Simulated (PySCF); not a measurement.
**Simulated absorption spectrum**

Compound: C₆H₅N₃.
Geometry (GFN2-xTB, Å), atoms numbered from 1 in this order:
```
atom  x, y, z in Å
N1     3.2643   -1.8493   -0.3182
C2     2.3349   -1.1876   -0.2119
C3     1.1888   -0.3663   -0.0795
C4     1.3292    1.0111    0.1326
C5     0.1714    1.7551    0.2575
N6    -1.0458    1.2449    0.1887
C7    -1.1826   -0.0646   -0.0203
N8    -2.4542   -0.5271   -0.1409
C9    -0.0794   -0.9209   -0.1590
H10    2.3048    1.4640    0.1973
H11    0.2111    2.8230    0.4277
H12   -2.6339   -1.5129   -0.0774
H13   -3.1925    0.1085    0.1061
H14   -0.2169   -1.9783   -0.3249
```

Computed with TDDFT PBE0/def2-SVPD, vertical, gas phase, core orbitals frozen in the response in PySCF 2.14.0, density-fitted response routines.

Computed states:

```
state  E (eV)       f
   S1    4.18   0.066
   S2    4.65  0.0021
   S3    5.62   0.070
   S4    5.75  0.0001
   S5    6.15   0.082
   S6    6.22   0.590
   S7    6.34  0.0001
   S8    6.61  0.0033
```

Broadening: Gaussians 0.25 eV wide at half height, area fixed by f = 4.319×10⁻⁹ ∫ε dν̃. The width is an assumption, not a result. The curve ends short of the highest state used, and states not computed would add to its high-energy end.

(1) Give the broadened spectrum and its maxima.

(2) Coming from long wavelengths, where does ε first pass 100 L mol⁻¹ cm⁻¹?

(3) On this curve, what absorbance would a 10⁻⁴ mol/L sample give at 280 nm over a 1 cm path?

## Answers

(1) 
(E (eV), ε (L mol⁻¹ cm⁻¹)): (3.80, 13), (3.84, 45), (3.88, 138), (3.92, 370), (3.96, 863), (4.00, 1743), (4.04, 3056), (4.08, 4649), (4.12, 6136), (4.16, 7027), (4.20, 6982), (4.24, 6020), (4.28, 4503), (4.32, 2924), (4.36, 1651), (4.40, 817), (4.44, 371), (4.48, 186), (4.52, 143), (4.56, 165), (4.60, 202), (4.64, 224), (4.68, 218), (4.72, 184), (4.76, 135), (4.80, 86), (4.84, 47), (4.88, 23), (4.92, 9), (4.96, 3), (5.00, 1), (5.04, 0), (5.08, 0), (5.12, 0), (5.16, 1), (5.20, 3), (5.24, 11), (5.28, 42), (5.32, 131), (5.36, 356), (5.40, 843), (5.44, 1729), (5.48, 3077), (5.52, 4753), (5.56, 6371), (5.60, 7409), (5.64, 7477), (5.68, 6549), (5.73, 4550), (5.77, 2917), (5.81, 1689), (5.85, 1074), (5.89, 1251), (5.93, 2613), (5.97, 5949), (6.01, 12360)

Maxima: 297 nm (4.18 eV), ε about 7100, made up of S1 (100%); 267 nm (4.65 eV), ε about 230, made up of S2 (100%); 221 nm (5.62 eV), ε about 7600, made up of S3 (100%) (ε in L mol⁻¹ cm⁻¹; maxima over ε = 5, shares over 10%). At its high-energy end, 6.01 eV, the curve is still rising (ε about 12000, from S5 and S6).

(2) At about 320 nm (3.87 eV), 0.31 eV below S1.

(3) 280 nm is 4.428 eV, where ε is about 470 L mol⁻¹ cm⁻¹, so A = ε c l ≈ 0.047 (Beer–Lambert, with the gas-phase spectrum and the assumed width).
